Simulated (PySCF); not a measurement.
Ground-state electric properties of a mixed set of molecules.

All values: PBE0/def2-SVPD (PySCF) at PBE0-D3(BJ)/def2-SVP geometries, gas phase, one conformer each. Core orbitals are frozen in the response; Δα² is half the sum of the squared differences of the principal polarisabilities. Atoms past krypton carry effective core potentials.

Task: Rank by HOMO–LUMO gap, lowest first.
A. `C[SiH2][SiH2][SiH2][SiH3]`
B. `CC(C)(C)[C]#[W]([Cl])([Cl])[Cl]`
C. `[SiH3][SiH]([SiH2]C)[SiH3]`
D. `ClC(Cl)Cl`
E. `O[SiH2]O`

Result: B (4.58 eV), A (7.34 eV), C (7.48 eV), D (7.97 eV), E (9.02 eV).

Task: Rank by mean static polarisability, lowest first.
A. `CC(C)(C)[C]#[W]([Cl])([Cl])[Cl]`
B. `[SiH2]([SiH3])[SiH2][SiH2]C`
C. `O[SiH2]O`
D. `C[SiH2][SiH]([SiH3])[SiH3]`
E. `ClC(Cl)Cl`
F. `C=CO[SiH2]Cl`

Result: C (5.24 Å³), E (8.28 Å³), F (9.92 Å³), B (20.05 Å³), D (20.32 Å³), A (21.55 Å³).

Task: Rank by vertical ionisation energy (ΔSCF), highest first.
A. `O[SiH2]O`
B. `ClC(Cl)Cl`
C. `C[SiH2][SiH]([SiH3])[SiH3]`

Result: A (11.37 eV), B (11.22 eV), C (9.37 eV).

All values together:

```json
{"SMILES": "ClC(Cl)Cl", "formula": "CHCl3", "μ (D)": "1.08", "HOMO (eV)": "-9.02", "LUMO (eV)": "-1.04", "α (Å³)": "8.28", "Δα (Å³)": "2.59", "electrons": "58", "α per electron (Å³)": "0.143", "ΔSCF removal energy (eV)": "11.22"}
{"SMILES": "C[SiH2][SiH2][SiH2][SiH3]", "formula": "CH12Si4", "μ (D)": "0.70", "HOMO (eV)": "-7.74", "LUMO (eV)": "-0.40", "α (Å³)": "20.05", "Δα (Å³)": "5.39", "electrons": "74", "α per electron (Å³)": "0.271", "ΔSCF removal energy (eV)": "9.38"}
{"SMILES": "C[SiH2][SiH]([SiH3])[SiH3]", "formula": "CH12Si4", "μ (D)": "0.99", "HOMO (eV)": "-7.75", "LUMO (eV)": "-0.27", "α (Å³)": "20.32", "Δα (Å³)": "5.85", "electrons": "74", "α per electron (Å³)": "0.275", "ΔSCF removal energy (eV)": "9.37"}
{"SMILES": "O[SiH2]O", "formula": "H4O2Si", "μ (D)": "0.79", "HOMO (eV)": "-8.99", "LUMO (eV)": "0.03", "α (Å³)": "5.24", "Δα (Å³)": "0.19", "electrons": "34", "α per electron (Å³)": "0.154", "ΔSCF removal energy (eV)": "11.37"}
{"SMILES": "CC(C)(C)[C]#[W]([Cl])([Cl])[Cl]", "formula": "C5H9Cl3W", "μ (D)": "2.37", "HOMO (eV)": "-7.38", "LUMO (eV)": "-2.80", "α (Å³)": "21.55", "Δα (Å³)": "3.73", "electrons": "164", "α per electron (Å³)": "0.131", "ΔSCF removal energy (eV)": "–"}
{"SMILES": "C=CO[SiH2]Cl", "formula": "C2H5ClOSi", "μ (D)": "1.24", "HOMO (eV)": "-7.30", "LUMO (eV)": "-0.05", "α (Å³)": "9.92", "Δα (Å³)": "2.60", "electrons": "56", "α per electron (Å³)": "0.177", "ΔSCF removal energy (eV)": "9.48"}
```

Conformers: `[CH3:1][SiH2:2][SiH2:3][SiH2:4][SiH3:5]` with C1–Si2–Si3–Si4 73°, Si2–Si3–Si4–Si5 -58°; `[CH3:1][SiH2:2][SiH:3]([SiH3:4])[SiH3:5]` with C1–Si2–Si3–Si4 -59°; `[OH:1][SiH2:2][OH:3]` with H–O1–Si2–O3 66°, O1–Si2–O3–H 65°; `[CH2:1]=[CH:2][O:3][SiH2:4][Cl:5]` with C1–C2–O3–Si4 19°, C2–O3–Si4–Cl5 -72°.

A dash marks a removal energy that wasn't run or isn't settled.

Task: By how much does the ΔSCF value exceed −ε(HOMO) over the species that have both?

Result: By 1.62 to 2.38 eV, 2.00 eV on average, over 5 species.
